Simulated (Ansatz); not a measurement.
Consider the ligand exchange at the Al–C bond: `N#[C][AlH][OH]` + CH₃NH₂ → `C[NH][AlH][OH]` + `C#N`.

Program: Ansatz. Geometries: PBE0-D4/def2-TZVP. ΔE: electronic, gas phase. CCSD(T)/CBS is the MP2 limit (def2-TZVPP, def2-QZVPP) plus CCSD(T) − MP2 in def2-TZVPP, frozen cores. This one scheme is used for every species. DFT in def2-TZVPP. One conformer a species, not always the lowest.

```csv
level,ΔE (kcal/mol)
r2SCANh-D4,-4.7
ωB97X-V,-4.2
MP2/def2-SVP,-5.2
HF/CBS(def2),-2.4
```

Problem. What does CCSD(T)/CBS give? (Best estimate.)

Solution. Computed: -4.7 kcal/mol. The listed levels differ from it by 0.0, 0.5, -0.5, 2.3 kcal/mol.

Largest T1 diagnostic among the species: 0.014.

Leaving LDA and LC-ωPBE aside and taking each functional with its dispersion term where it has one, the values, not all of them listed here, spread over 1.5 kcal/mol, from BLYP-D4 to B97M-V. LDA lies −2.7 kcal/mol from PBE without D4. In def2-TZVPP, CCSD(T) changes the Hartree–Fock value by −2.2 kcal/mol (the triples alone add −0.2 kcal/mol) and MP2 by −2.5 kcal/mol.
